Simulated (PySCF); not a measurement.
trigermane (Ge₃H₈), SMILES [GeH3][GeH2][GeH3]. Atoms are numbered in the order given.

```xyz
11

Ge     1.9926     0.0000    -0.4505
Ge     0.0000     0.0000     0.9291
Ge    -1.9926     0.0000    -0.4505
H      3.2665    -0.0052     0.4146
H      2.0032    -1.2473    -1.3539
H      2.0082     1.2526    -1.3465
H      0.0002     1.2466     1.8372
H     -0.0002    -1.2466     1.8372
H     -2.0082    -1.2526    -1.3465
H     -2.0032     1.2473    -1.3539
H     -3.2665     0.0052     0.4146
```

Geometry optimised at PBE0-D3(BJ)/def2-SVP.

Computed with M06-2X/def2-TZVP (PySCF).

Symmetry labels are those of the subgroup C2 that the program uses (full group C2).

Computed valence orbital energies around the gap with their symmetry:
```json
[
 {"orbital": "HOMO−7", "symmetry": "A", "energy (eV)": "-15.22"},
 {"orbital": "HOMO−6", "symmetry": "B", "energy (eV)": "-11.47"},
 {"orbital": "HOMO−5", "symmetry": "A", "energy (eV)": "-11.13"},
 {"orbital": "HOMO−4", "symmetry": "B", "energy (eV)": "-10.85"},
 {"orbital": "HOMO−3", "symmetry": "A", "energy (eV)": "-10.82"},
 {"orbital": "HOMO−2", "symmetry": "B", "energy (eV)": "-10.41"},
 {"orbital": "HOMO−1", "symmetry": "A", "energy (eV)": "-9.51"},
 {"orbital": "HOMO", "symmetry": "B", "energy (eV)": "-8.72"},
 {"orbital": "LUMO", "symmetry": "A", "energy (eV)": "0.74"},
 {"orbital": "LUMO+1", "symmetry": "A", "energy (eV)": "1.12"},
 {"orbital": "LUMO+2", "symmetry": "B", "energy (eV)": "1.21"},
 {"orbital": "LUMO+3", "symmetry": "B", "energy (eV)": "1.21"}
]
```
